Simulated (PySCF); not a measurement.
An unknown gives this computed stick spectrum. Method: TDDFT PBE0/def2-SVPD, vertical, gas phase, core orbitals frozen in the response in PySCF. Geometries: GFN2-xTB, one conformer each.

```csv
state,E (eV),f,"main configurations (H = HOMO, L = LUMO)"
S1,4.54,0.0031,H→L (91%)
S2,5.20,0.0075,"H→L+1 (55%), H-1→L (21%), H-1→L+1 (19%)"
S3,5.60,0.0068,"H-1→L (71%), H→L+1 (11%), H-1→L+1 (8%)"
S4,6.75,0.115,"H-1→L+1 (50%), H→L+1 (28%), H→L+2 (15%)"
S5,6.91,0.085,"H→L+2 (72%), H-1→L+1 (17%)"
S6,7.07,0.034,"H-3→L (84%), H-2→L (12%)"
```

Triplets computed (Tamm–Dancoff): 4.08, 4.55 eV.

Orbital energies (eV): HOMO-3 -9.53, HOMO-2 -9.01, HOMO-1 -7.95, HOMO -7.23, LUMO -0.99, LUMO+1 0.03, LUMO+2 0.60.

Question: Which candidate is it? All have the formula C6H9NO.
A. `C[C@H]1CC/C1=N\C=O`
B. `C=C1CC(NC=O)C1`
C. `CC(=O)N1CC=CC1`
D. `CC#CCNC(C)=O`
E. `CC1=C[C@@H]1N(C)C=O`

Answer: A. Its S1, at 4.54 eV, is the lowest among the candidates; the nearest of the others has S1 at 5.61 eV. S1 is HOMO→LUMO (91%). Löwdin shares by element: HOMO oxygen 42%, nitrogen 23%, carbon 17% or more (atoms not listed hold the other 18%); LUMO carbon 46% or more, nitrogen 26% (atoms not listed hold the other 28%). At the same level the other candidates give, for their lowest levels:
- `CC1=C[C@@H]1N(C)C=O`: 5.61 eV (f 0.002); 5.69 eV (f 0.001); 6.15 eV (f 0.004); 6.62 eV (f 0.014); 6.78 eV (f 0.071); T1 4.44 eV; HOMO -7.05, LUMO -0.21 eV
- `CC#CCNC(C)=O`: 5.83 eV (f 0.001); 6.42 eV (f 0.020); 6.57 eV (f 0.015); 6.76 eV (f 0.003); 6.81 eV (f 0.031); T1 5.30 eV; HOMO -7.20, LUMO 0.40 eV
- `CC(=O)N1CC=CC1`: 5.74 eV (f 0.034); 5.77 eV (f 0.001); 6.11 eV (f 0.013); 6.32 eV (f 0.000); 6.60 eV (f 0.018); T1 4.34 eV; HOMO -6.83, LUMO 0.04 eV
- `C=C1CC(NC=O)C1`: 5.81 eV (f 0.001); 6.32 eV (f 0.000); 6.62 eV (f 0.056); 6.71 eV (f 0.008); 6.79 eV (f 0.008); T1 4.21 eV; HOMO -7.39, LUMO -0.14 eV

Conformer computed: `[CH3:1][C@H:2]1[CH2:3][CH2:4]/[C:5]1=[N:6]\[CH:7]=[O:8]`: C5–N6–C7–O8 -84°.
